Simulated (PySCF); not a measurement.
CH3Cl2NSi2.

```xyz
9

Cl     1.4629    -0.0990     1.6626
Si     0.2532     0.0212     0.0000
Cl     1.4629    -0.0990    -1.6626
C     -0.9838     1.4732     0.0000
N     -2.1553     0.9414     0.0000
Si    -1.8965    -0.8514     0.0000
H     -0.8608     2.5718     0.0000
H     -2.4408    -1.5063    -1.2190
H     -2.4408    -1.5063     1.2190
```

Geometry optimised at ωB97X-D3(BJ)/def2-SVP. The structure was generated by enumeration, and PubChem lists no compound with its InChIKey, so it may never have been made.

Calculation: PBE/pcSseg-1 (PySCF). Non-relativistic, no solvent.

Question: Give the absolute GIAO shielding of each atom: isotropic value and principal components (ppm). (The exact figures need the calculation; the answer reports its results.)

Answer: 
```json
[
 {"atom": "Cl1", "σ(iso)": "799.1", "σ11": "712.0", "σ22": "752.2", "σ33": "933.3", "span": "221.3"},
 {"atom": "Si2", "σ(iso)": "311.2", "σ11": "262.4", "σ22": "315.2", "σ33": "356.0", "span": "93.5"},
 {"atom": "Cl3", "σ(iso)": "799.1", "σ11": "712.0", "σ22": "752.2", "σ33": "933.3", "span": "221.3"},
 {"atom": "C4", "σ(iso)": "-40.5", "σ11": "-130.0", "σ22": "-64.3", "σ33": "72.7", "span": "202.8"},
 {"atom": "N5", "σ(iso)": "-248.3", "σ11": "-736.8", "σ22": "-224.9", "σ33": "216.8", "span": "953.6"},
 {"atom": "Si6", "σ(iso)": "309.4", "σ11": "182.5", "σ22": "318.1", "σ33": "427.5", "span": "245.0"},
 {"atom": "H7", "σ(iso)": "21.3", "σ11": "16.8", "σ22": "22.0", "σ33": "25.0", "span": "8.2"},
 {"atom": "H8", "σ(iso)": "25.4", "σ11": "23.2", "σ22": "24.4", "σ33": "28.6", "span": "5.5"},
 {"atom": "H9", "σ(iso)": "25.4", "σ11": "23.2", "σ22": "24.4", "σ33": "28.6", "span": "5.5"}
]
```
